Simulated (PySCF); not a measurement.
What PySCF settings do for NaSr

Base input, run as `OMP_NUM_THREADS=1 python input.py` with PySCF 2.14:

```python
from pyscf import gto, scf, mp

mol = gto.M(
    atom='Na 0 0 0; Sr 0 0 3.285',
    basis='ano-rcc-vdzp',
    charge=0,
    spin=1,
    verbose=4,
)
mf = scf.UHF(mol)
mf = mf.sfx2c1e()
mf.kernel()
mp.MP2(mf, frozen=10).kernel()
mf.dip_moment()
print('orbital energies (hartree):', [e[max(0, n-3):n+3].round(4) for e, n in zip(mf.mo_energy, mol.nelec)])
```

Base result: E(SCF) = -3339.323630 Eh, 13 cycles, E(MP2) − E(SCF) = -0.28680 Eh, ⟨S²⟩ = 0.858, μz(SCF) = -0.20 D. The bond length is a typed value, not an optimised one. No search for the lowest solution was made.

It ran on Arm Neoverse V1 (1 thread, shared host) in 4.9 s, peak memory 0.14 GiB.

Each row names what differs from the base; energies in brackets are changes from the base.

```tsv
change	result	wall time (s)
functional: none (Hartree–Fock) → mn15; SCF type: UHF → UKS; step after the SCF: mp2 → analyze	E(SCF) = -3343.732033 Eh, 10 cycles, ⟨S²⟩ = 0.754, μz(SCF) = -0.29 D	9.8
functional: none (Hartree–Fock) → hf,lyp; SCF type: UHF → UKS; step after the SCF: mp2 → analyze	E(SCF) = -3341.575742 Eh, 12 cycles, ⟨S²⟩ = 0.791, μz(SCF) = -0.50 D	7.8
cycle limit: 50 → 3 [unsound on purpose]	not converged: SCF after 3 cycles	4.9
cycle limit: 50 → 5	not converged: SCF after 5 cycles	4.9
geometry: bond 3.285 → bond 3.679	E(SCF) = -3339.332680 Eh (-0.2463 eV), 13 cycles, E(MP2) − E(SCF) = -0.28504 Eh, ⟨S²⟩ = 0.884, μz(SCF) = 0.00 D	4.7
geometry: bond 3.285 → bond 2.628	E(SCF) = -3339.278591 Eh (+1.2256 eV), 13 cycles, E(MP2) − E(SCF) = -0.29131 Eh, ⟨S²⟩ = 0.832, μz(SCF) = 0.11 D	4.9
basis set: ano-rcc-vdzp → cc-pcvtz; spin-free X2C: on → off; frozen orbitals: 10 → 0 [unsound on purpose]	stops with BasisNotFoundError (Basis set not found for Sr in cc-pcvtz)	0.68
basis set: ano-rcc-vdzp → def2-svp; core potential: off → on; spin-free X2C: on → off; frozen orbitals: 10 → 1	E(SCF) = -192.120746 Eh, 14 cycles, E(MP2) − E(SCF) = -0.08388 Eh, ⟨S²⟩ = 0.854, μz(SCF) = -0.35 D	1
initial guess: minao → hcore [may be another electronic state]	not converged: SCF after 50 cycles	6.3
basis set: ano-rcc-vdzp → cc-pvdz-dk	E(SCF) = -3339.317625 Eh (+0.1634 eV), 14 cycles, E(MP2) − E(SCF) = -0.07379 Eh, ⟨S²⟩ = 0.860, μz(SCF) = -0.22 D	2.6
step after the SCF: mp2 → tdhf; number of roots: default → 5	E(SCF) = -3339.323630 Eh (+0.0000 eV), 13 cycles, ⟨S²⟩ = 0.858, μz(SCF) = -0.20 D, first excitations without spin–orbit coupling 0.96, 0.96, 1.12, 1.12, 1.58 eV	12
basis set: ano-rcc-vdzp → def2-tzv2p [unsound on purpose]	stops with BasisNotFoundError (def2-tzv2p)	0.71
density fitting: none → cc-pvdz-jkfit [unsound on purpose]	stops with BasisNotFoundError (Basis set not found for Na in cc-pvdz-jkfit)	0.85
spin-free X2C: on → off [unsound on purpose]	E(SCF) = -3258.340123 Eh, 13 cycles, E(MP2) − E(SCF) = -0.28801 Eh, ⟨S²⟩ = 0.856, μz(SCF) = -0.71 D	4.6
basis set: ano-rcc-vdzp → cc-pvtz-f13 [unsound on purpose]	stops with BasisNotFoundError (cc-pvtz-f13)	0.69
basis set: ano-rcc-vdzp → lanl2dz; core potential: off → on; spin-free X2C: on → off; frozen orbitals: 10 → 0	E(SCF) = -30.265637 Eh, 13 cycles, E(MP2) − E(SCF) = -0.01424 Eh, ⟨S²⟩ = 0.842, μz(SCF) = -0.20 D	0.84
second-order solver: off → on	E(SCF) = -3339.323630 Eh (+0.0000 eV), 4 cycles, E(MP2) − E(SCF) = -0.28680 Eh, ⟨S²⟩ = 0.858, μz(SCF) = -0.20 D	5
charge: 0 → 1; spin (2S): 1 → 2 [another spin of the ion may lie lower] [a high spin state]	E(SCF) = -3339.142828 Eh (+4.9199 eV), 11 cycles, E(MP2) − E(SCF) = -0.26815 Eh, ⟨S²⟩ = 2.000	4.7
functional: none (Hartree–Fock) → pw91; SCF type: UHF → UKS; step after the SCF: mp2 → analyze	E(SCF) = -3341.901721 Eh, 8 cycles, ⟨S²⟩ = 0.760, μz(SCF) = 0.06 D	7
geometry: bond 3.285 → bond 0.1 [unsound on purpose]	E(SCF) = -2253.225342 Eh, 11 cycles, E(MP2) − E(SCF) = -0.07546 Eh, ⟨S²⟩ = 0.751, μz(SCF) = -1.31 D	5.5
```
